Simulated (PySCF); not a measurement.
NMR data simulated for an unnamed compound:

¹H NMR (400 MHz, computed): δ 11.91 (d, 1H), 6.90 (d, 1H), 6.12 (m, 1H), 4.51 (m, 1H), 2.32 (s, 3H).

¹³C{¹H} NMR (computed): δ 238.0 (CH), 145.3 (CH), 130.8 (CH), 122.3 (C), 108.4 (C), 86.5 (C), 6.2 (CH3).

- NMR shieldings at PBE0/pcSseg-1/GIAO
- geometry: GFN2-xTB
- program: PySCF 2.14.0 with density-fitted response routines
- equivalent nuclei averaged, in vacuum, one conformer, relativity neglected

Scale: ¹H (σref 31.72) and ¹³C (σref 186.93) against TMS (reference shieldings calculated alike).

Problem. Which of these does the molecule contain: a non-aromatic C=C double bond, a carboxylic acid, a nitrile, a Si–H bond, a CF3 group, a vinyl group CH=CH2?

Solution. 
- A non-aromatic C=C double bond: yes.
- A carboxylic acid: no.
- A nitrile: yes (δC 122.3).
- A Si–H bond: yes (δH 4.51 (m)).
- A CF3 group: no.
- A vinyl group CH=CH2: no.

The data belong to `CC#C/C=C/[Si@@H](C#N)C=O`, C$_{7}$H$_{7}$NOSi; they needn't prove each group on their own.

Carbon signals by region: 1 in the far downfield region (above 160 ppm), 4 in the sp2 and nitrile region (100–160 ppm), 1 at 50–100 ppm, 1 below 50 ppm. Above 160 ppm: 238.0, carbonyl carbon.

Shifts are as computed. Against solution values, carbons near 30 ppm lie about +3 ppm off and those near 130 ppm about +5 ppm. Of 1309 compounds with measured shifts, 239 miss one by over three times the rms of a fit or turn the order of signals round; such compounds aren't used in these exercises. No couplings were computed; multiplicities are counted from neighbouring protons, with m where these are inequivalent, close in shift, in a saturated or five-membered ring or joined by F or P, and br s for small geminal =CH2 splittings.
